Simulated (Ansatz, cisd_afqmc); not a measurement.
Species: Ge, charge 0, triplet.

Total energies in def2-TZVPPD, 4 correlated electrons, 14 frozen orbitals. UHF or UKS for unpaired electrons; spin-orbit terms are left out. Correlated methods leave the cores frozen (noble-gas shells, and filled d and f shells in the p block). No relativity. AFQMC is phaseless with a CISD trial state; ± is one standard error, without the phaseless bias. Outlying blocks are dropped, and bars are widened where a walk drifts. Over all cases where full CI ran beside it in this data, AFQMC minus full CI had a median of +0.1 mEh and passed +0.4 mEh in a tenth of the cases.

| method | program | energy (Eh) | minus CCSDTQ (mEh) |
|---|---|---|---|
| HF | Ansatz | -2075.32129 | 67.20 |
| MP2 | Ansatz | -2075.37128 | 17.21 |
| CCSD | Ansatz | -2075.38612 | 2.37 |
| CCSD(T) | Ansatz | -2075.38794 | 0.55 |
| CCSDT(Q) | Ansatz | -2075.38848 | 0.01 |
| CCSDTQ | Ansatz | -2075.38849 | 0.00 |
| AFQMC/CISD | cisd_afqmc | -2075.3883 ± 0.0001 | 0.2 ± 0.1 |

Ansatz is a quantum-chemistry and plane-wave program.
